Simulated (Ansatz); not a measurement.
C4H7, charge -1, singlet, at a GFN2-xTB geometry (a gas-phase anion, which may not be bound at this level). Base run: PBE0/def2-SV(P) (Ansatz, a program for electronic structure).

Input for Ansatz:
Ansatz 0.2 input:
```yaml
crystal:
  periodic: [false, false, false]
  atoms:
    - {symbol: C, position_ang: [-0.19024082, 0.13060277, 1.42330928]}
    - {symbol: C, position_ang: [-0.00498966, 0.11664803, 0.05908609]}
    - {symbol: H, position_ang: [-0.28744948, 1.05632604, 1.97577308]}
    - {symbol: H, position_ang: [-0.20755370, -0.77968074, 2.01169741]}
    - {symbol: C, position_ang: [0.08676696, 1.20492954, -0.78061181]}
    - {symbol: H, position_ang: [0.17732246, 1.09117949, -1.85501323]}
    - {symbol: H, position_ang: [-0.03223483, 2.21755638, -0.41733078]}
    - {symbol: C, position_ang: [0.10356375, -1.24871026, -0.60034753]}
    - {symbol: H, position_ang: [0.36600386, -2.02101005, 0.12619141]}
    - {symbol: H, position_ang: [-0.84814294, -1.53662037, -1.06173446]}
    - {symbol: H, position_ang: [0.86145311, -1.24857125, -1.38819972]}
basis:
  gaussian:
    orbitals: def2-SV_P_.json
hamiltonian:
  xc: pbe0
total_charge: -1
```
The basis file holds def2-SV(P) in the JSON format of the Basis Set Exchange.

The bond that is stretched is that between atoms 6 and 5. A test that says stable can miss a lower solution.

Each row names what was changed in the base input (with any setting that the change needs).

```
change                                                           ΔE vs base (eV)  <S^2>            stability test says
---------------------------------------------------------------  ---------------  -----  -----------------------------
base                                                                        0.00  0.000  minimum (restricted orbitals)
spin_polarized = on; lower_state_search = off                               0.00  0.000       undecided (no full test)
spin_polarized = on; lower_state_search = standard                          0.00  0.000                        minimum
bond × 1.25                                                                 0.68  0.000  minimum (restricted orbitals)
spin_polarized = on; lower_state_search = off; bond × 1.25                  0.68  0.000       undecided (no full test)
spin_polarized = on; lower_state_search = standard; bond × 1.25             0.68  0.000                        minimum
bond × 1.5                                                                  1.90  0.000  minimum (restricted orbitals)
spin_polarized = on; lower_state_search = off; bond × 1.5                   1.90  0.000       undecided (no full test)
spin_polarized = on; lower_state_search = standard; bond × 1.5              1.90  0.000                        minimum
bond × 1.8                                                                  3.23  0.000  minimum (restricted orbitals)
spin_polarized = on; lower_state_search = off; bond × 1.8                   3.23  0.000       undecided (no full test)
spin_polarized = on; lower_state_search = standard; bond × 1.8              3.22  0.143                        minimum
bond × 2.2                                                                  4.49  0.000  minimum (restricted orbitals)
spin_polarized = on; lower_state_search = off; bond × 2.2                   4.49  0.000       undecided (no full test)
spin_polarized = on; lower_state_search = standard; bond × 2.2              4.00  0.958                        minimum
bond × 3.0                                                                  5.41  0.000  minimum (restricted orbitals)
spin_polarized = on; lower_state_search = off; bond × 3.0                   5.41  0.000       undecided (no full test)
spin_polarized = on; lower_state_search = standard; bond × 3.0              4.26  1.030                        minimum
```

A gas-phase anion may not be bound at this level; its values then depend on the basis.

Where a bond breaks into two radicals, a solution with restricted orbitals usually stops being the lowest and lies too high; an unrestricted one lies lower at the price of spin contamination, which <S^2> shows.
